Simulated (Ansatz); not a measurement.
```xyz
5

Cu    0.0000    0.0000    0.0000
F     1.7400    0.0000    0.0000
F    -1.7400    0.0000    0.0000
F     0.0000    1.7400    0.0000
F     0.0000   -1.7400    0.0000
```

Basis set: def2-TZVP on F; pcseg-2 on Cu. Charge -1. Computed with Ansatz (development build ahead of 0.2.0); the lowest solution found for each multiplicity.

Question: How do the multiplicities compare at this shape? Give, from the lowest of each method, PBE0 (restricted) for 1, 3; PBE0 (unrestricted) for 1, 3; HF (unrestricted) for 1, 3; HF (restricted) for 1, 3.

Answer:

| method | multiplicity | E (eV) | <S²> |
| --- | --- | --- | --- |
| PBE0, restricted | 1 | 0.000 | 0.00 |
| PBE0, restricted | 3 | 1.715 | 2.00 |
| PBE0, unrestricted | 1 | 0.000 | 0.00 |
| PBE0, unrestricted | 3 | 1.618 | 2.01 |
| HF, unrestricted | 1 | 0.027 | 0.48 |
| HF, unrestricted | 3 | 0.000 | 2.01 |
| HF, restricted | 1 | 0.000 | 0.00 |
| HF, restricted | 3 | 0.071 | 2.00 |

Caution: no diffuse functions for an anion. Caution for HF, unrestricted: the unrestricted determinant is spin contaminated.
